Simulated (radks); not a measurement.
The zirconium anion Zr- inside a hard spherical wall (all orbitals vanish at R), configuration held at [Kr] 4d3 5s2 and not refilled when levels cross. Calculated with a radial shooting solver on a logarithmic mesh with Libxc functionals: scalar-relativistic Kohn-Sham, PBE, spin-polarised, spherical densities, finite nucleus; open shells are filled with parallel spins first (spin-orbit coupling, left out, can overturn this in heavy ions); Fermi nuclear charge, rms radius 4.2694 fm. Eigenvalues in eV for spin up, with the zero of energy where the potential of the charges vanishes at infinity; a dash marks a level that is unbound or too diffuse for the functional's potential to be trusted. A positive occupied level is held by the wall or, in an anion where self-interaction has pushed it up, behind a barrier. The pressure on the wall is -dE/dV.

R (bohr)  E (hartree)  kinetic (hartree)    e(4s)    e(4p)   e(5s)   e(4d)  e(5p, empty)  e(6s, empty)  pressure (GPa)
20        -3598.54391           3699.978  -48.250  -26.404   0.004   1.631         1.886         1.997        0.000577
12        -3598.53928           3699.997  -47.779  -25.936   0.337   2.052         2.599         4.181          0.0375
10        -3598.53043           3700.036  -47.304  -25.463   0.679   2.471         3.160         6.034           0.181
8         -3598.49745           3700.171  -46.149  -24.322   1.554   3.465         4.482        10.176            1.13
7         -3598.45082           3700.345  -44.985  -23.182   2.521   4.457         5.872        14.319            3.22
5         -3598.08555           3701.532  -39.752  -18.155   8.209   9.135        13.641        35.577            38.1
4         -3597.34519           3703.808  -33.958  -12.686  17.651  15.061        25.882        65.903             185
3.5       -3596.44456           3706.646  -29.132   -8.065  27.956  20.589        38.610        95.361             480
3         -3594.54174           3712.727  -21.483   -0.423  47.649  30.151        61.765        146.06            1450
2         -3577.39141           3762.937   21.938   47.172  184.68  89.491        209.56        441.76           24500
